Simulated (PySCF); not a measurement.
SMILES CC(C)(C)C[SiH2]C=C (C7H16Si), GFN2-xTB optimised geometry.

```
24

C      2.72    -0.04     0.18
C      2.12     0.53     1.21
Si     0.26     0.71     1.46
C     -0.64    -0.12     0.00
C     -2.18    -0.12     0.00
C     -2.71    -0.87     1.22
C     -2.71     1.31     0.00
C     -2.66    -0.83    -1.27
H      3.80    -0.11     0.09
H      2.17    -0.48    -0.63
H      2.74     0.95     1.99
H     -0.07     0.07     2.74
H     -0.04     2.14     1.54
H     -0.30    -1.16    -0.06
H     -0.30     0.36    -0.92
H     -3.80    -0.95     1.17
H     -2.30    -1.87     1.27
H     -2.46    -0.34     2.14
H     -2.30     1.87    -0.83
H     -2.45     1.82     0.92
H     -3.80     1.31    -0.09
H     -3.75    -0.86    -1.30
H     -2.30    -0.32    -2.16
H     -2.30    -1.86    -1.30
```

Density from PBE0/def2-SVP (PySCF 2.14.0) at that geometry.

Minimum of the electron density along straight lines between bonded atoms, close to the bond critical point (lines longer than 1.1 times the sum of covalent radii, or with two minima, are not listed):

```tsv
bond	length / Å	ρ at the minimum / e bohr⁻³	∇²ρ there / e bohr⁻⁵	position (fraction from the first atom)
C1–C2	1.323	0.342	-0.91	0.51
C2–Si3	1.885	0.112	0.34	0.62
Si3–C4	1.903	0.112	0.30	0.38
C4–C5	1.534	0.239	-0.53	0.51
C5–C6	1.529	0.245	-0.56	0.50
C5–C7	1.529	0.245	-0.56	0.50
C5–C8	1.534	0.242	-0.55	0.50
C1–H9	1.080	0.282	-1.08	0.63
C1–H10	1.078	0.284	-1.09	0.63
C2–H11	1.084	0.277	-1.02	0.63
Si3–H12	1.471	0.115	0.32	0.49
Si3–H13	1.471	0.115	0.32	0.49
C4–H14	1.093	0.270	-0.94	0.62
C4–H15	1.093	0.270	-0.94	0.62
C6–H16	1.088	0.276	-1.00	0.62
C6–H17	1.088	0.276	-1.00	0.62
C6–H18	1.087	0.277	-1.01	0.62
C7–H19	1.088	0.276	-1.00	0.62
C7–H20	1.087	0.277	-1.01	0.62
C7–H21	1.088	0.276	-1.00	0.62
C8–H22	1.088	0.276	-1.00	0.62
C8–H23	1.088	0.276	-1.00	0.62
C8–H24	1.088	0.276	-1.00	0.62
```
